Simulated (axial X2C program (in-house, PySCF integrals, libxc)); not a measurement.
# ZrSe⁻ at several levels of theory

Computed with an in-house all-electron X2C program for linear molecules (integrals from PySCF). Spin-free means the one-electron spin-free X2C Hamiltonian; two-component (2c) means X2C with spin–orbit coupling and atomic mean-field two-electron Coulomb and Gaunt terms, so the difference of the two also holds small scalar two-electron terms. Basis: Zr dyall-acv3z [12s13p10d6f3g], Se dyall-acv3z [9s10p7d5f1g] (cores contracted in-house); Gaussian nuclei, density fitting, unrestricted open shells. Masses: Zr 89.905 u, Se 79.917 u.

State, spin-free: M_S = 1/2, Λ = 2 (beyond evenly filled blocks: δ+α); electrons by block: σα: 17, σβ: 17, π+α: 8, π+β: 8, π-α: 8, π-β: 8, δ+α: 3, δ+β: 2, δ-α: 2, δ-β: 2. Fragments: Zr + Se-.

State, 2c: Ω = 3/2 (⟨Sz⟩ = -0.50, ⟨Lz⟩ = 2.00 at BP86); electrons by block: 1/2: 25, -1/2: 25, 3/2: 11, -3/2: 10, 5/2: 2, -5/2: 2. Fragments: Zr + Se-.

```tsv
Hamiltonian	level	Re (Å)	ωe (cm⁻¹)	ωexe (cm⁻¹)	Be (cm⁻¹)	αe (cm⁻¹)	De (eV)	D0 (eV)	k (mdyn/Å)	μ (D)
spin-free	PBE0	2.365	337.2	0.655	0.07121	0.00019	4.43	4.41	2.83	1.28
spin-free	HF	2.435	316.2	0.598	0.06718	0.000178	n/a	n/a	2.49	0.51
spin-free	CCSD	2.402	333.6	0.621	0.06904	0.000175	4.02	4.00	2.77	n/a
spin-free	CCSD(T)	2.404	332.8	0.612	0.06897	0.000174	4.23	4.21	2.76	n/a
spin-free	BP86	2.375	326.7	0.686	0.07064	0.000201	4.63	4.61	2.66	1.34
2c	BP86	2.375	326.3	0.694	0.07062	0.000201	n/a	n/a	2.65	1.35
```

Correlated methods: 11 electrons correlated (number of frozen shells: Zr 4 s, 3 p, 1 d; Se 3 s, 2 p, 1 d), 373 virtual spin orbitals or spinors in MP2, 90 natural virtuals in coupled cluster.

Dipoles are positive if Se is the positive end and refer to the centre of mass.

The state is one determinant whose occupation by symmetry is held fixed; it was picked as the lowest of a PBE0 search that is not exhaustive. De is counted from the lowest determinant-based energies of the atoms at the same level, without counterpoise correction. De is not given where an atomic determinant may have missed its ground term or J level, or where the truncated virtual space spoils (T). Density functionals use the spin component along the axis (collinear). Coupled cluster ran in a truncated set of natural virtual spinors; the MP2 energy of the rest was added. (T) has no such correction and the atoms are truncated less, which lowers De at CCSD(T) by a hundredth of an eV or more. Other states lie close and PBE0, whose exact exchange favours high spin, may order them wrongly; the determinant shown need not be the ground state. The nearest other spin-free determinant of the search, M_S = 3/2, Λ = 3, lies 0.47 eV up at the distance of the search. Without a current term, density functionals place determinants with orbital angular momentum somewhat too high. The outer-core s and p shells of the metal are frozen in the correlated rows, which leaves out core–valence correlation; for alkali and alkaline-earth bonds that tends to lengthen them. The highest occupied level of some functionals is positive through self-interaction error; at Hartree–Fock it is bound. The determinant is spin-polarised beyond a pure state at some levels (its spin-free form has ⟨S²⟩ too high), which makes Re and μ there less reliable. The T1 diagnostic is large, a sign of multireference character. With the outer-core shells frozen, correlated bond lengths of heavy atoms tend to come out a few hundredths of an ångström too long.

No reliable constants came from CCSD (2c), CCSD(T) (2c), HF (2c), MP2 (2c), MP2 (spin-free), PBE0 (2c): no minimum in range, unconverged points, a curve that is not smooth, a change of character along it, or the two Hamiltonians disagreeing along it.

Rough cost a point (2c) on 1 thread(s) of a shared host, integrals apart: BP86 0.9 s.

The whole task took 7.2 min on 1 thread of Arm Neoverse V2, with other jobs on the host.
